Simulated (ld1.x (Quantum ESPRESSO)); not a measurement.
Transferability test, ultrasoft potential for chromium

```
Element                 : Cr (Z = 24)
Generator               : ld1.x (Quantum ESPRESSO) 7.5
Type                    : ultrasoft
Functional              : revPBE
Relativity              : scalar-relativistic
Frozen core             : [Ar]
Valence charge          : 6
Reference configuration : 3d5 4s1 4p0
Partial waves           : 4s (bound): rcut 2.30, rcutus 3.20 bohr; 4s channel at 0.4 Ry: rcut 2.30, rcutus 3.20 bohr; 4p (bound, empty): rcut 2.95, rcutus 3.90 bohr; 4p channel at 4.05 Ry: rcut 2.95, rcutus 3.90 bohr; 3d (bound): rcut 1.85, rcutus 2.20 bohr; 3d channel at 2.8 Ry: rcut 1.85, rcutus 2.20 bohr
Local potential         : all-electron potential smoothed inside 2.30 bohr (lloc = -1)
Core correction         : a·sin(br)/r model core inside 2.25 bohr
Augmentation charge     : PSQ, inside the norm-conserving radii
```

Energies are relative to the spin-unpolarised reference configuration 3d5 4s1 4p0; without spin polarisation the order of configurations can differ from experiment.

```json
{"valence configuration": "3d5 4s0 4p0", "charge": "+1", "ΔE all-electron (eV)": "6.787", "error AE − PS (meV)": "-11"}
{"valence configuration": "3d4 4s0 4p0", "charge": "+2", "ΔE all-electron (eV)": "22.725", "error AE − PS (meV)": "-21"}
{"valence configuration": "3d3 4s0 4p0", "charge": "+3", "ΔE all-electron (eV)": "53.372", "error AE − PS (meV)": "-351"}
{"valence configuration": "3d5 4s0.5 4p0", "charge": "+0.5", "ΔE all-electron (eV)": "2.660", "error AE − PS (meV)": "-2.9"}
{"valence configuration": "3d6 4s0 4p0", "charge": "0", "ΔE all-electron (eV)": "1.714", "error AE − PS (meV)": "-27"}
{"valence configuration": "3d5 4s0 4p1", "charge": "0", "ΔE all-electron (eV)": "3.083", "error AE − PS (meV)": "-0.5"}
```

Problem. What are ΔE and the potential's error for 3d2 4s0 4p0?

Solution. ΔE = 101.643 eV all-electron; the error (AE − PS) is -1492 meV.
